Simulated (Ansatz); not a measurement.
H3ClSi (SMILES [SiH3]Cl), singlet, at a GFN2-xTB geometry, atoms displaced at random by about 0.1 Å a coordinate; PBE/def2-SV(P) run with Ansatz (a program for electronic structure).

Ansatz was given this input:
Ansatz 0.2 input:
```yaml
crystal:
  periodic: [false, false, false]
  atoms:
    - {symbol: Si, position_ang: [-0.93914058, -0.05909830, 0.09076726]}
    - {symbol: Cl, position_ang: [0.97461320, 0.16226633, 0.14223307]}
    - {symbol: H, position_ang: [-1.23561501, -1.02080931, -1.23537998]}
    - {symbol: H, position_ang: [-1.54128465, 1.26673486, -0.44303158]}
    - {symbol: H, position_ang: [-1.43383658, -0.13891852, 1.19373071]}
basis:
  gaussian:
    orbitals: def2-SV_P_.json
hamiltonian:
  xc: pbe
relax: {max_displacement: 0.5}
```
The basis file holds def2-SV(P) in the JSON format of the Basis Set Exchange.

It wrote (shortened):

```
Functional definition: PBE
444 factors; integrals over basis functions are off by at most 4.1e-4 eV
mean field evaluation 1: about -20431.4497 eV, gradient 1.3e1 eV
mean field evaluation 2: about -20431.8898 eV, gradient 8.0e0 eV
mean field evaluation 4: about -20432.1332 eV, gradient 4.3e-1 eV
mean field evaluation 8: about -20432.1327 eV, gradient 2.6e-3 eV
mean field -20432.13274307 eV, -750.8670289108 hartree, gradient 1.3e-5 eV, S^2 0.000000; 0 other end points of the search recorded, 0 dependent functions left out
the calculation of the forces begins
reference -20432.13276872 eV, -750.8670298535 hartree; 17, 17 occupied and 25, 25 virtual orbitals, 444 factors
relax step   1: F+E_penalty+E_count = -20432.13274307 eV  Δ(F+E_penalty+E_count) = +0.000e0 eV  max|allowed force component| = 1.173e1 eV/Å  Δτ_max = 0.0000 Å  (21 SCF iters, accepted)
these checks for a lower state are left out or cut short: starts, cluster_reference, orbital_swaps, neighbouring_geometries, increment
444 factors; integrals over basis functions are off by at most 3.4e-4 eV
mean field evaluation 16: about -20433.8333 eV, gradient 3.8e-1 eV
mean field -20433.83427515 eV, -750.9295590616 hartree, gradient 1.6e-5 eV, S^2 0.000000; 0 other end points of the search recorded, 0 dependent functions left out
the calculation of the forces begins
reference -20433.83430062 eV, -750.9295599974 hartree; 17, 17 occupied and 25, 25 virtual orbitals, 444 factors
relax step   2: F+E_penalty+E_count = -20433.83427515 eV  Δ(F+E_penalty+E_count) = -1.702e0 eV  max|allowed force component| = 2.072e0 eV/Å  Δτ_max = 0.2372 Å  (23 SCF iters, accepted)
these checks for a lower state are left out or cut short: starts, cluster_reference, orbital_swaps, neighbouring_geometries, increment
444 factors; integrals over basis functions are off by at most 3.2e-4 eV
mean field -20433.99406854 eV, -750.9354313602 hartree, gradient 4.9e-5 eV, S^2 0.000000; 0 other end points of the search recorded, 0 dependent functions left out
the calculation of the forces begins
reference -20433.99409383 eV, -750.9354322897 hartree; 17, 17 occupied and 25, 25 virtual orbitals, 444 factors
relax step   3: F+E_penalty+E_count = -20433.99406854 eV  Δ(F+E_penalty+E_count) = -1.598e-1 eV  max|allowed force component| = 6.701e-1 eV/Å  Δτ_max = 0.1330 Å  (20 SCF iters, accepted)
these checks for a lower state are left out or cut short: starts, cluster_reference, orbital_swaps, neighbouring_geometries, increment
444 factors; integrals over basis functions are off by at most 3.1e-4 eV
mean field -20434.00669657 eV, -750.9358954318 hartree, gradient 9.9e-6 eV, S^2 0.000000; 0 other end points of the search recorded, 0 dependent functions left out
the calculation of the forces begins
reference -20434.00672193 eV, -750.9358963637 hartree; 17, 17 occupied and 25, 25 virtual orbitals, 444 factors
relax step   4: F+E_penalty+E_count = -20434.00669657 eV  Δ(F+E_penalty+E_count) = -1.263e-2 eV  max|allowed force component| = 1.391e-1 eV/Å  Δτ_max = 0.0289 Å  (21 SCF iters, accepted)
these checks for a lower state are left out or cut short: starts, cluster_reference, orbital_swaps, neighbouring_geometries, increment
444 factors; integrals over basis functions are off by at most 3.2e-4 eV
mean field evaluation 32: about -20434.0070 eV, gradient 2.4e-1 eV
mean field -20434.00713206 eV, -750.9359114357 hartree, gradient 1.5e-5 eV, S^2 0.000000; 0 other end points of the search recorded, 0 dependent functions left out
the calculation of the forces begins
reference -20434.00715741 eV, -750.9359123674 hartree; 17, 17 occupied and 25, 25 virtual orbitals, 444 factors
relax step   5: F+E_penalty+E_count = -20434.00713206 eV  Δ(F+E_penalty+E_count) = -4.355e-4 eV  max|allowed force component| = 5.528e-3 eV/Å  Δτ_max = 0.0053 Å  (18 SCF iters, accepted)
444 factors; integrals over basis functions are off by at most 3.2e-4 eV
mean field -20434.00713206 eV, -750.9359114357 hartree, gradient 1.5e-5 eV, S^2 0.000000; 1 other end points of the search recorded, 0 dependent functions left out
the calculation of the forces begins
reference -20434.00715741 eV, -750.9359123674 hartree; 17, 17 occupied and 25, 25 virtual orbitals, 444 factors
Total energy: -20434.00715741 eV, -750.9359123674 hartree
Atom 0 at    -0.954563     0.032458    -0.061384 Å, force    -0.001952    -0.000281     0.000136 eV/Å
Atom 1 at     1.110549     0.197993     0.129198 Å, force     0.005528     0.000211     0.000216 eV/Å
Atom 2 at    -1.272167    -1.020612    -1.087754 Å, force    -0.000584    -0.001092    -0.001204 eV/Å
Atom 3 at    -1.516736     1.357384    -0.499285 Å, force    -0.001495     0.001342    -0.000370 eV/Å
Atom 4 at    -1.542347    -0.357047     1.267544 Å, force    -0.001497    -0.000179     0.001222 eV/Å
Dipole moment:    -0.253790    -0.020336    -0.023439 e Å
```
